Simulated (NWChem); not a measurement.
CH₆FNSi; SMILES C([SiH2]N)F

```xyz
10

N      0.3997    -2.0568     0.0000
Si    -0.4443    -0.5426     0.0000
C      0.6443     1.0303     0.0000
F     -0.2218     2.1380     0.0000
H      0.8516    -2.4049    -0.8358
H      0.8516    -2.4049     0.8358
H     -1.2853    -0.4841     1.2233
H     -1.2853    -0.4841    -1.2233
H      1.2915     1.0998    -0.8855
H      1.2915     1.0998     0.8855
```
Atoms are numbered in this order, from 1.

All runs: NWChem. Pople sets run with spherical d functions. Structure relaxed at the B3LYP/6-31G* (spherical d) level. Level: B3LYP/6-31G* with SMD (1 M gas to 1 M solution), gas-phase geometry. Reactions with the solvent are ignored.

### Question
Predict the results for solvent toluene. Quantities: solvation free energy (kcal/mol); cavity-dispersion-structure term (kcal/mol); dipole in solution (D).

### Answer
```yaml
solvation free energy (kcal/mol): -2.7
cavity-dispersion-structure term (kcal/mol): 0.8
dipole in solution (D): 3.47
```
